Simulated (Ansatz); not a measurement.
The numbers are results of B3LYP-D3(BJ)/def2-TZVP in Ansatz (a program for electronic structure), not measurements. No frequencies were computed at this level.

Ansatz 0.2 input:
```yaml
crystal:
  periodic: [false, false, false]
  atoms:
    - { symbol: O, position_ang: [1.384238, -0.392383, 0.006181] }
    - { symbol: C, position_ang: [0.536827, 0.448449, 0.004238] }
    - { symbol: O, position_ang: [-0.750928, 0.418274, -0.002479] }
    - { symbol: H, position_ang: [-1.170137, -0.47434, -0.00794] }
basis:
  gaussian: { orbitals: def2-tzvp }
hamiltonian:
  xc: b3lyp
  dispersion: d3bj
relax:
  max_steps: 150
magnetization:
  spin_polarized: true
  initial_magnetization: 1
```

Output:

```
Functional definition: B3LYP
526 factors; their error is unknown
mean field evaluation 1: about -5143.1824 eV, gradient 3.9e1 eV
mean field evaluation 2: about -5133.3296 eV, gradient 6.6e1 eV
mean field evaluation 4: about -5147.7603 eV, gradient 3.7e0 eV
mean field evaluation 8: about -5147.8142 eV, gradient 2.2e-1 eV
mean field evaluation 16: about -5147.8143 eV, gradient 8.7e-5 eV
mean field -5147.81426410 eV, -189.1786848918 hartree, gradient 2.3e-5 eV, S^2 0.753304; 0 other end points of the search recorded, 0 dependent functions left out
reference -5147.81443929 eV, -189.1786913298 hartree; 12, 11 occupied and 87, 88 virtual orbitals, 526 factors
relax step   1: F+E_penalty+E_count = -5147.87675870 eV  Δ(F+E_penalty+E_count) = +0.000e0 eV  max|allowed force component| = 1.771e0 eV/Å  Δτ_max = 0.0000 Å  (30 SCF iters, accepted)
these checks for a lower state are left out or cut short: starts, cluster_reference, orbital_swaps, neighbouring_geometries, increment
526 factors; their error is unknown
mean field -5147.84167512 eV, -189.1796922283 hartree, gradient 2.1e-5 eV, S^2 0.753248; 0 other end points of the search recorded, 0 dependent functions left out
reference -5147.84184975 eV, -189.1796986457 hartree; 12, 11 occupied and 87, 88 virtual orbitals, 526 factors
relax step   2: F+E_penalty+E_count = -5147.90426327 eV  Δ(F+E_penalty+E_count) = -2.750e-2 eV  max|allowed force component| = 9.216e-1 eV/Å  Δτ_max = 0.0184 Å  (34 SCF iters, accepted)
these checks for a lower state are left out or cut short: starts, cluster_reference, orbital_swaps, neighbouring_geometries, increment
526 factors; their error is unknown
mean field evaluation 32: about -5147.8651 eV, gradient 1.9e-5 eV
mean field -5147.86508706 eV, -189.1805526013 hartree, gradient 1.9e-5 eV, S^2 0.753234; 0 other end points of the search recorded, 0 dependent functions left out
reference -5147.86526099 eV, -189.1805589931 hartree; 12, 11 occupied and 87, 88 virtual orbitals, 526 factors
relax step   3: F+E_penalty+E_count = -5147.92787680 eV  Δ(F+E_penalty+E_count) = -2.361e-2 eV  max|allowed force component| = 2.128e-1 eV/Å  Δτ_max = 0.0514 Å  (35 SCF iters, accepted)
these checks for a lower state are left out or cut short: starts, cluster_reference, orbital_swaps, neighbouring_geometries, increment
526 factors; their error is unknown
mean field -5147.86537176 eV, -189.1805630637 hartree, gradient 2.2e-5 eV, S^2 0.753196; 0 other end points of the search recorded, 0 dependent functions left out
reference -5147.86554553 eV, -189.1805694496 hartree; 12, 11 occupied and 87, 88 virtual orbitals, 526 factors
relax step   4: F+E_penalty+E_count = -5147.92824513 eV  Δ(F+E_penalty+E_count) = -3.683e-4 eV  max|allowed force component| = 1.733e-1 eV/Å  Δτ_max = 0.0120 Å  (35 SCF iters, accepted)
these checks for a lower state are left out or cut short: starts, cluster_reference, orbital_swaps, neighbouring_geometries, increment
526 factors; their error is unknown
mean field -5147.86582281 eV, -189.1805796396 hartree, gradient 2.1e-5 eV, S^2 0.753217; 0 other end points of the search recorded, 0 dependent functions left out
reference -5147.86599663 eV, -189.1805860274 hartree; 12, 11 occupied and 87, 88 virtual orbitals, 526 factors
relax step   5: F+E_penalty+E_count = -5147.92866639 eV  Δ(F+E_penalty+E_count) = -4.213e-4 eV  max|allowed force component| = 9.624e-3 eV/Å  Δτ_max = 0.0044 Å  (36 SCF iters, accepted)
526 factors; their error is unknown
mean field evaluation 64: about -5147.8658 eV, gradient 6.1e-3 eV
mean field -5147.86582281 eV, -189.1805796396 hartree, gradient 2.1e-5 eV, S^2 0.753217; 1 other end points of the search recorded, 0 dependent functions left out
reference -5147.86599663 eV, -189.1805860274 hartree; 12, 11 occupied and 87, 88 virtual orbitals, 526 factors
Total energy: -5147.92884021 eV, -189.1828954861 hartree
Atom 0 at     1.331113    -0.416039     0.005745 Å, force     0.001683     0.003711     0.000019 eV/Å
Atom 1 at     0.543229     0.464384     0.004472 Å, force    -0.004490    -0.009624    -0.000052 eV/Å
Atom 2 at    -0.780166     0.439566    -0.002710 Å, force    -0.000687     0.006265     0.000013 eV/Å
Atom 3 at    -1.094177    -0.487911    -0.007507 Å, force     0.003494    -0.000352     0.000020 eV/Å
Dipole moment:    -0.385139    -0.167622    -0.002629 e Å
```

Cost: roughly 13 core-seconds.
